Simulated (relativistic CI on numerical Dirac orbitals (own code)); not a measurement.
Ir⁵⁺ (5d4) in a crystal field

Calculated by Dirac-Coulomb-Breit CI, orbitals from a KLI potential per configuration, model QED, one configuration in a parametric crystal field, unscaled Slater integrals (own radial code). With so little scaling, terms lie 10 to 35 % too far apart, which can change the order of excited levels.

Field parameters in Wybourne normalisation: Td as Oh with Dq negative (B⁴₀ = 21Dq, B⁴₄ = √(5/14) B⁴₀). The field is a parameter set, without covalency.

S is read from ⟨S²⟩ = S(S + 1).

Levels (cm⁻¹, degeneracy): 0 (1), 5293 (3), 8387 (3), 10752 (2), 11877 (3), 13515 (3), 13747 (1), 18250 (2), 19609 (1), 19693 (3), 21174 (3), 21942 (1).

Task: Which field gives this pattern?
A. Td, 10Dq = -15100 cm⁻¹
B. Td, 10Dq = -11550 cm⁻¹
C. Td, 10Dq = -4450 cm⁻¹
D. Td, 10Dq = -18650 cm⁻¹

Result: B. Td, 10Dq = -11550 cm⁻¹, ground level with S = 1.56.
